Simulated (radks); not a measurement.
Values are calculated unless marked as measured or tabulated.
Initial-state core-level shifts of neutral rhodium when its valence configuration changes from [Kr] 4d8 5s1. Level of theory: scalar-relativistic Kohn-Sham, BLYP, spin-polarised, spherical densities, point nucleus; open shells are filled with parallel spins first (spin-orbit coupling, left out, can overturn this in heavy ions) (a radial shooting solver on a logarithmic mesh with Libxc functionals). Shifts are changes of the shell-averaged eigenvalues in eV (positive: less bound).

valence              1s      2s      2p      4s
4d8 5p1          -1.670  -1.613  -1.615  -1.687
4d7.5 5p1.5      -4.011  -4.045  -4.039  -3.980
4d7 5s2          -3.644  -3.856  -3.841  -3.519
4d7 5s1 5p1      -5.029  -5.215  -5.200  -4.904
4d7.5 5s0.5 5p1  -3.282  -3.340  -3.333  -3.247
4d7 5p2          -6.445  -6.591  -6.576  -6.323
4d7.5 5s1 5p0.5  -2.499  -2.581  -2.575  -2.459
4d8 5s0.5 5p0.5  -0.880  -0.851  -0.852  -0.890
4d6 5s2 5p1      -9.212  -9.678  -9.645  -8.783
